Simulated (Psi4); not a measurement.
C₆H₁₄O (SMILES CC(C)CC(C)O), singlet, at a GFN2-xTB geometry; HF/def2-SVP in Psi4.

Psi4 was given this input:
```
memory 2 GB

molecule {
0 1
  C    -2.43078635    0.70386941   -0.80303926
  C    -1.25570669    0.44918022    0.14006863
  C    -1.61131725   -0.65358106    1.13232826
  C    -0.00356784    0.09617071   -0.67105441
  C     1.30635872    0.16561605    0.12111794
  C     2.50620758    0.28469755   -0.82155621
  O     1.41416337   -1.00010812    0.91718752
  H    -3.32653403    0.94646361   -0.23583611
  H    -2.63394850   -0.18210721   -1.40088243
  H    -2.21754026    1.53142372   -1.47653008
  H    -1.05474058    1.37209009    0.69721620
  H    -2.44485243   -0.34699566    1.76089494
  H    -1.89494724   -1.55862855    0.59971909
  H    -0.75974526   -0.88569296    1.76357795
  H     0.07553450    0.78969911   -1.51042497
  H    -0.10234493   -0.91470588   -1.06915737
  H     1.28419761    1.05287160    0.77827267
  H     2.44138523    1.19839905   -1.40578699
  H     3.43649354    0.30505001   -0.25455642
  H     2.53090781   -0.56678997   -1.49790355
  H     2.28569861   -1.01592954    1.32670716
}

set basis def2-svp
set scf_type out_of_core

energy('scf')
print_variables()
```

The log (banner, timings and long lists left out):

```
   => Loading Basis Set <=

    Name: DEF2-SVP
    Role: ORBITAL
    Keyword: BASIS

         ---------------------------------------------------------
                                   SCF
               by Justin Turney, Rob Parrish, Andy Simmonett
                          and Daniel G. A. Smith
                              RHF Reference
         ---------------------------------------------------------

  ==> Geometry <==

    Molecular point group: c1
    Full point group: C1

    Geometry (in Angstrom), charge = 0, multiplicity = 1:

       Center              X                  Y                   Z               Mass
    ------------   -----------------  -----------------  -----------------  -----------------
         C           -2.453847216944     0.720583298804    -0.821696277601    12.000000000000
         C           -1.278767556944     0.465894108804     0.121411612399    12.000000000000
         C           -1.634378116944    -0.636867171196     1.113671242399    12.000000000000
         C           -0.026628706944     0.112884598804    -0.689711427601    12.000000000000
         C            1.283297853056     0.182329938804     0.102460922399    12.000000000000
         C            2.483146713056     0.301411438804    -0.840213227601    12.000000000000
         O            1.391102503056    -0.983394231196     0.898530502399    15.994914619570
         H           -3.349594896944     0.963177498804    -0.254493127601     1.007825032230
         H           -2.657009366944    -0.165393321196    -1.419539447601     1.007825032230
         H           -2.240601126944     1.548137608804    -1.495187097601     1.007825032230
         H           -1.077801446944     1.388803978804     0.678559182399     1.007825032230
         H           -2.467913296944    -0.330281771196     1.742237922399     1.007825032230
         H           -1.918008106944    -1.541914661196     0.581062072399     1.007825032230
         H           -0.782806126944    -0.868979071196     1.744920932399     1.007825032230
         H            0.052473633056     0.806412998804    -1.529081987601     1.007825032230
         H           -0.125405796944    -0.897991991196    -1.087814387601     1.007825032230
         H            1.261136743056     1.069585488804     0.759615652399     1.007825032230
         H            2.418324363056     1.215112938804    -1.424444007601     1.007825032230
         H            3.413432673056     0.321763898804    -0.273213437601     1.007825032230
         H            2.507846943056    -0.550076081196    -1.516560567601     1.007825032230
         H            2.262637743056    -0.999215651196     1.308050142399     1.007825032230

  Running in c1 symmetry.

  Rotational constants: A =      0.14775  B =      0.05074  C =      0.04047 [cm^-1]
  Rotational constants: A =   4429.46179  B =   1521.24814  C =   1213.39233 [MHz]
  Nuclear repulsion =  334.173085418327673

  Charge       = 0
  Multiplicity = 1
  Electrons    = 58
  Nalpha       = 29
  Nbeta        = 29

  ==> Algorithm <==

  SCF Algorithm Type is OUT_OF_CORE.
  DIIS enabled.
  MOM disabled.
  Fractional occupation disabled.
  Guess Type is SAD.
  Energy threshold   = 1.00e-06
  Density threshold  = 1.00e-06
  Integral threshold = 1.00e-12

  ==> Primary Basis <==

  Basis Set: DEF2-SVP
    Blend: DEF2-SVP
    Number of shells: 84
    Number of basis functions: 168
    Number of Cartesian functions: 175
    Spherical Harmonics?: true
    Max angular momentum: 2

  ==> Integral Setup <==

  ==> DiskJK: Disk-Based J/K Matrices <==

    J tasked:                  Yes
    K tasked:                  Yes
    wK tasked:                  No
    Schwarz Cutoff:          1E-12

  Minimum eigenvalue in the overlap matrix is 1.3171095388E-03.
  Reciprocal condition number of the overlap matrix is 1.8533136317E-04.
    Using symmetric orthogonalization.

  ==> Pre-Iterations <==

  SCF Guess: Superposition of Atomic Densities via on-the-fly atomic UHF (no occupation information).

   -------------------------
    Irrep   Nso     Nmo
   -------------------------
     A        168     168
   -------------------------
    Total     168     168
   -------------------------

  ==> Iterations <==

                        Total Energy        Delta E     RMS |[F,P]|

   @RHF iter SAD:  -309.36194698365000   -3.09362e+02   0.00000e+00
   @RHF iter   1:  -309.75922154553490   -3.97275e-01   3.64531e-03 DIIS/ADIIS
   @RHF iter   2:  -309.95687377477026   -1.97652e-01   1.66043e-03 DIIS/ADIIS
   @RHF iter   3:  -309.99274263749612   -3.58689e-02   3.55940e-04 DIIS/ADIIS
   @RHF iter   4:  -309.99548197614206   -2.73934e-03   1.10597e-04 DIIS/ADIIS
   @RHF iter   5:  -309.99566839077374   -1.86415e-04   1.96226e-05 DIIS
   @RHF iter   6:  -309.99567703536201   -8.64459e-06   5.20382e-06 DIIS
   @RHF iter   7:  -309.99567764470572   -6.09344e-07   1.45705e-06 DIIS
   @RHF iter   8:  -309.99567769867662   -5.39709e-08   4.20057e-07 DIIS
  Energy and wave function converged.

  ==> Post-Iterations <==

    Orbital Energies [Eh]
    ---------------------

    Doubly Occupied:

       1A    -20.544160     2A    -11.276880     3A    -11.222056
       4A    -11.216773     5A    -11.213483     6A    -11.209054
       7A    -11.197230     8A     -1.341878     9A     -1.078809
      10A     -1.012453    11A     -0.919468    12A     -0.909651
      13A     -0.803704    14A     -0.757549    15A     -0.692273
      16A     -0.634079    17A     -0.628746    18A     -0.593182
      19A     -0.569423    20A     -0.562604    21A     -0.542903
      22A     -0.528487    23A     -0.525999    24A     -0.505811
      25A     -0.498466    26A     -0.457003    27A     -0.456314
      28A     -0.442416    29A     -0.424524

    Virtual:

      30A      0.168262    31A      0.190288    32A      0.206795
      33A      0.220230    34A      0.238661    35A      0.246194
      36A      0.253171    37A      0.266243    38A      0.279706
      39A      0.283917    40A      0.295329    41A      0.311141
      42A      0.322949    43A      0.335631    44A      0.381806
      45A      0.393827    46A      0.406902    47A      0.410585
      48A      0.433005    49A      0.457552    50A      0.604153
      51A      0.614617    52A      0.617934    53A      0.621287
      54A      0.636424    55A      0.676240    56A      0.712273
      57A      0.748092    58A      0.756617    59A      0.795520
      60A      0.839845    61A      0.850954    62A      0.857664
      63A      0.873652    64A      0.878284    65A      0.892702
      66A      0.899328    67A      0.908069    68A      0.917820
      69A      0.926808    70A      0.930228    71A      0.936107
      72A      0.944082    73A      0.945500    74A      0.953829
      75A      0.963922    76A      0.969335    77A      0.977319
      78A      0.986749    79A      0.995362    80A      1.010761
      81A      1.026529    82A      1.099838    83A      1.182205
      84A      1.223035    85A      1.278191    86A      1.308189
      87A      1.318854    88A      1.350957    89A      1.379017
      90A      1.434116    91A      1.467903    92A      1.497760
      93A      1.552222    94A      1.584663    95A      1.609530
      96A      1.643022    97A      1.685349    98A      1.717652
      99A      1.786033   100A      1.809595   101A      1.813109
     102A      1.823754   103A      1.857798   104A      1.864620
     105A      1.887780   106A      1.950540   107A      1.998753
     108A      2.034116   109A      2.043665   110A      2.051560
     111A      2.065385   112A      2.076353   113A      2.093423
     114A      2.106839   115A      2.121642   116A      2.128788
     117A      2.141168   118A      2.157229   119A      2.164387
     120A      2.176598   121A      2.190739   122A      2.212950
     123A      2.219666   124A      2.272842   125A      2.277137
     126A      2.299905   127A      2.316034   128A      2.343787
     129A      2.350463   130A      2.365755   131A      2.439595
     132A      2.472143   133A      2.520046   134A      2.539293
     135A      2.561975   136A      2.599116   137A      2.626358
     138A      2.685157   139A      2.722132   140A      2.744932
     141A      2.759825   142A      2.792376   143A      2.802832
     144A      2.856365   145A      2.884727   146A      2.904044
     147A      2.952987   148A      2.983554   149A      3.016044
     150A      3.048099   151A      3.106829   152A      3.201311
     153A      3.213230   154A      3.238005   155A      3.254884
     156A      3.267093   157A      3.282367   158A      3.321622
     159A      3.337351   160A      3.355607   161A      3.385034
     162A      3.432529   163A      3.441612   164A      3.476705
     165A      3.510382   166A      3.558279   167A      3.795700
     168A      4.204603

    Final Occupation by Irrep:
              A
    DOCC [    29 ]
    NA   [    29 ]
    NB   [    29 ]

  @RHF Final Energy:  -309.99567769867662

   => Energetics <=

    Nuclear Repulsion Energy =            334.1730854183276733
    One-Electron Energy =               -1082.8069061005012372
    Two-Electron Energy =                 438.6381429834969481
    Total Energy =                       -309.9956776986766158

Computation Completed

Properties will be evaluated at   0.000000,   0.000000,   0.000000 [a0]

Properties computed using the SCF density matrix

 Multipole Moments:

 ------------------------------------------------------------------------------------
     Multipole            Electronic (a.u.)      Nuclear  (a.u.)        Total (a.u.)
 ------------------------------------------------------------------------------------

 L = 1.  Multiply by 2.5417464519 to convert [e a0] to [Debye]
 Dipole X            :          3.1093386           -2.5275658            0.5817728
 Dipole Y            :         -1.3990573            1.8319105            0.4328532
 Dipole Z            :          1.9728024           -2.0448860           -0.0720836
 Magnitude           :                                                    0.7287095

 ------------------------------------------------------------------------------------

  Variable Map:
  ----------------------------------------------------------------------------
  "CURRENT ENERGY"           =>    -309.995677698677
  "CURRENT REFERENCE ENERGY" =>    -309.995677698677
  "DD SOLVATION ENERGY"      =>       0.000000000000
  "HF KINETIC ENERGY"        =>     308.587607947744
  "HF POTENTIAL ENERGY"      =>    -618.583285646421
  "HF TOTAL ENERGY"          =>    -309.995677698677
  "HF VIRIAL RATIO"          =>       2.004562949758
  "NUCLEAR REPULSION ENERGY" =>     334.173085418328
  "ONE-ELECTRON ENERGY"      =>   -1082.806906100501
  "PCM POLARIZATION ENERGY"  =>       0.000000000000
  "PE ENERGY"                =>       0.000000000000
  "SCF ITERATION ENERGY"     =>    -309.995677698677
  "SCF ITERATIONS"           =>       8.000000000000
  "SCF TOTAL ENERGY"         =>    -309.995677698677
  "TWO-ELECTRON ENERGY"      =>     438.638142983497

  Array Variable Map:
  ----------------------------------------------------------------------------
  "CURRENT DIPOLE"           =>       0.581772823052 ... -0.072083609387 1 by 3
  "SCF DIPOLE"               =>       0.581772823052 ... -0.072083609387 1 by 3
  "SCF TOTAL ENERGIES"       =>    -309.361946983650 ... -309.995677698677 1 by 9
```
